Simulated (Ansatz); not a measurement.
Born–Oppenheimer molecular dynamics of CH5B2FSSi (11 atoms, charge 0, multiplicity 1). It starts from a relaxed structure.

Theory: UKS PBE0/STO-3G (Ansatz).

```yaml
ensemble: NVE (Milne-controlled integrator)
time_step: 0.5 fs
steps_asked: 127
starting_velocities_drawn_for: 50 K
masses: H 3.016 u
seed: 10817
```

First frame:

```xyz
11
Properties=species:S:1:pos:R:3
F 0.010 1.372 2.682
B -0.003 0.857 1.465
Si 0.171 -1.047 0.980
B 0.039 -0.765 -0.948
C -0.149 0.753 -1.322
S -0.195 1.952 0.070
H 1.427 -1.658 1.363
H -0.886 -1.900 1.484
H 0.081 -1.545 -1.826
H 0.651 1.059 -2.019
H -1.079 0.865 -1.908
```

(1) How far do the bonds stretch over the last three quarters of this one trajectory? (Pairs bonded in most of those frames.)

Answers

(1) 
```tsv
bond	mean (Å)	spread (Å)	shortest	longest
F1–B2	1.321	0.007	1.31	1.33
B2–Si3	1.973	0.007	1.96	1.99
B2–S6	1.786	0.011	1.77	1.80
Si3–B4	1.951	0.012	1.93	1.97
Si3–H7	1.448	0.003	1.44	1.45
Si3–H8	1.448	0.003	1.44	1.45
B4–C5	1.574	0.007	1.57	1.59
B4–H9	1.174	0.015	1.15	1.20
C5–S6	1.836	0.006	1.83	1.85
C5–H10	1.105	0.005	1.10	1.11
C5–H11	1.105	0.009	1.09	1.12
```

Mean temperature of the second half: 26 K. The conserved energy stayed within 0.00037 meV per atom of its start (net change 0 meV per atom), so the integration is sound. Over the second half the temperature averaged 0.52 of the 50 K drawn at the start: a run that starts near a minimum puts about half its kinetic energy into the potential. A run of 0.064 ps of so small a system gives no equilibrium averages. Limits of this set-up: minimal basis.

Time of the run: 12 min on 1 thread of Intel(R) Xeon(R) Platinum 8259CL CPU @ 2.50GHz (Skylake/Cascade Lake), on a shared host, peak memory 0.18 GiB.
